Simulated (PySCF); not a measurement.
calicene (C₈H₆), SMILES C1(=C2C=C2)C=CC=C1.

Geometry optimised at B3LYP-D3(BJ)/def2-SVP.

All values below come from PBE/def2-TZVP run with PySCF.

Symmetry labels are those of the subgroup C2v that the program uses (full group C2v).

Computed valence orbital energies around the gap with their symmetry:
```
orbital  symmetry  energy (eV)
-------  --------  -----------
HOMO−7         B2        -9.46
HOMO−6         A1        -8.96
HOMO−5         B2        -8.91
HOMO−4         A1        -8.23
HOMO−3         B1        -8.21
HOMO−2         B2        -7.60
HOMO−1         B1        -5.20
HOMO           A2        -4.61
LUMO           A2        -2.40
LUMO+1         B1        -1.69
LUMO+2         A1         0.75
LUMO+3         B2         0.79
```
